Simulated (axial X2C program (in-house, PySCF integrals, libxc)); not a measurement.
# Sb₂: from the spin-free to the two-component result

All values were computed with an in-house relativistic program for diatomic molecules. Spin-free means the one-electron spin-free X2C Hamiltonian; two-component (2c) means X2C with spin–orbit coupling and atomic mean-field two-electron Coulomb and Gaunt terms, so the difference of the two also holds small scalar two-electron terms. Basis: Sb dyall-cv3z [11s12p8d4f1g] (cores contracted in-house); Gaussian nuclei, density fitting, unrestricted open shells. Masses: Sb 120.904 u.

Spin-free state: M_S = 0, Λ = 0 (closed shell); fragments Sb + Sb.

```
level  Re (Å)  ωe (cm⁻¹)  De (eV)
 PBE0   2.466      298.3    2.722
 BP86   2.504      275.4    3.321
```

Two-component determinant lowest at the distance of the search:

Ω = 0 (closed shell); fragments Sb + Sb.

```tsv
level	Re (Å)	ωe (cm⁻¹)	De (eV)
PBE0	2.471	294.5	2.671
BP86	2.509	272.4	3.241
```

(1) From the two tables, how do the constants change at the PBE0 level (2c against spin-free)?

One determinant describes the state; a PBE0 search over occupations chose it and may have missed a lower one. Closed shells are restricted here (equal orbitals for both partners); the stretched side of such a curve lies too high. De is counted from the lowest determinant-based energies of the atoms at the same level, without counterpoise correction.

Results:

(1) At the PBE0 level Re rises by 0.005 Å and ωe drops by 3.8 cm⁻¹; De changes by -0.051 eV.
